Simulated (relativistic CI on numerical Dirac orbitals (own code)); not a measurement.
# I⁵⁺: q coefficients and field-shift factors

Method of calculation: Dirac-Coulomb-Breit CI, separate exchange-only KLI orbitals for each configuration, valence Slater integrals scaled by 0.85, P86 correlation energy added to each configuration, derivatives by finite differences, QED left out (own radial code, finite nucleus).

CI space (outside the closed core [Kr] 4d10): 5s2, 5s.5p, 5p2, 5s.5d, 5d2, 5s.5f, 4f2, 5p.5d. Levels of other configurations are missing.

With x = (α/α₀)² − 1 an excitation energy changes as ω = ω₀ + qx; K = 2q/ω₀ is the relative enhancement. Terms are leading LS components, so labels can repeat. The field-shift factor is F = δν/δ⟨r²⟩ for the transition from the lowest level.

Lowest level 5s2 1S_0.

```csv
Level,ω₀ (cm⁻¹),q (cm⁻¹),F (GHz/fm²)
5s.5p 3P°_0,81466,6386,-22.3
5s.5p 3P°_1,85127,9666,-22.5
5s.5p 3P°_2,95010,21420,-22.9
5s.5p 1P°_1,127842,18770,-22.5
5p2 3P_0,198903,17800,-45.7
5p2 1D_2,206521,28530,-43.3
5p2 3P_1,206739,28930,-46.1
5p2 3P_2,218922,41990,-44.9
5p2 1S_0,243319,40190,-45.5
5s.5d 3D_1,249650,22670,-22.1
5s.5d 3D_2,250366,23370,-22.1
5s.5d 3D_3,251504,24540,-22.1
5s.5d 1D_2,273551,24890,-25.7
5p.5d 3F°_2,341465,31050,-45.8
5p.5d 3F°_3,347413,36620,-45.9
5p.5d 1D°_2,351786,36420,-46
5p.5d 3F°_4,355670,47090,-46.1
5p.5d 3D°_1,358747,32280,-45.9
5p.5d 3D°_2,362071,41680,-46.2
5p.5d 3D°_3,368069,43950,-46.2
5p.5d 3P°_0,368262,45100,-46.3
5p.5d 3P°_1,368725,45300,-46.3
5p.5d 3D°_2,369329,45890,-46.3
```

At this charge configurations can still be misplaced by up to about 7 % of their energy. Levels and lines within the n = 5 or 6 shells can be off by up to 10 % or somewhat more, and those that change n by about 2 %, since core polarisation is missing.

Which transition from the lowest level has the largest |K|?

5s.5p 3P°_2 at 95010 cm⁻¹, K = 0.451.
